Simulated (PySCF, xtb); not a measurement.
ClF₃H₃NTi, SMILES [NH3]->[Ti]([F])([F])([F])[Cl], multiplicity 1.

Harmonic wavenumbers (cm⁻¹) from GFN2-xTB (xtb) at its own minimum, in rising order: 68, 106, 122, 172, 190, 199, 236, 237, 261, 380, 434, 448, 544, 587, 633, 1147, 1497, 1498, 3366, 3372, 3374.

What does B3LYP-D3(BJ)/def2-SVP run with PySCF 2.14.0 give at its own minimum? (Estimate from the structure and the level; the computed values follow.)

89, 100, 119, 185, 187, 214, 246, 265, 308, 426, 586, 591, 742, 770, 800, 1185, 1616, 1623, 3463, 3583, 3590. Paired by order, the mean absolute difference is 88 cm⁻¹ and the zero-point energies are 27.0 and 29.6 kcal/mol.
